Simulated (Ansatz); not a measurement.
Process, species as SMILES: CC(C)C([SiH3])[SiH3] + 5 [H][H] (H2) → 4 C (CH4) + 2 [SiH4] (SiH4)
Each molecule is optimised on its own at B3LYP-D3(BJ)/def2-TZVP (Ansatz, an electronic-structure program), one conformer each, not searched for the lowest.
Geometry of the first species:
```xyz
20

C     -2.2358    -0.2077     0.9768
C     -1.2309     0.4059     0.0006
C     -1.4649    -0.1166    -1.4181
C      0.2326     0.1933     0.4834
Si     1.4136     1.4723    -0.2388
Si     0.9293    -1.5483     0.2742
H     -3.2601    -0.0078     0.6550
H     -2.1119     0.2049     1.9800
H     -2.1121    -1.2906     1.0415
H     -1.4206     1.4861    -0.0146
H     -0.7534     0.3031    -2.1301
H     -1.3732    -1.2053    -1.4578
H     -2.4702     0.1374    -1.7586
H      0.2646     0.3810     1.5647
H      1.4776     1.3777    -1.7165
H      2.7821     1.2747     0.2976
H      0.9515     2.8369     0.1189
H      2.1156    -1.6934     1.1509
H     -0.0536    -2.5963     0.6416
H      1.3565    -1.7938    -1.1245
```
Charge 0, spin multiplicity 1.

Wanted: energy of full hydrogenation (electronic energy difference), in kcal/mol. Cores are frozen in the correlated levels unless marked. No spin-orbit coupling. No relativistic terms. Basis-set limits of correlation are two-point, X^-3; Hartree-Fock from the larger set. [CCSD(T)-MP2]/basis is that difference in the basis named.

Level to compare with: RI-MP2/CBS(aug-cc-pV(T+d)Z,aug-cc-pV(Q+d)Z)+[CCSD(T)-MP2]/aug-cc-pV(T+d)Z (Ansatz), -61.8 kcal/mol. It is a level with limits of its own, and the differences hold the functionals' basis error too.

Task: Rank these functionals by how close they come to RI-MP2/CBS(aug-cc-pV(T+d)Z,aug-cc-pV(Q+d)Z)+[CCSD(T)-MP2]/aug-cc-pV(T+d)Z, closest first: PBE/def2-TZVPD (Ansatz); B97M-V/def2-TZVPD (Ansatz); B3LYP/def2-TZVPD (Ansatz).

Result: PBE/def2-TZVPD (GGA, -68.1 kcal/mol, difference -6.3), B97M-V/def2-TZVPD (meta-GGA with VV10, -70.1 kcal/mol, difference -8.3), B3LYP/def2-TZVPD (global hybrid, -79.2 kcal/mol, difference -17.4)
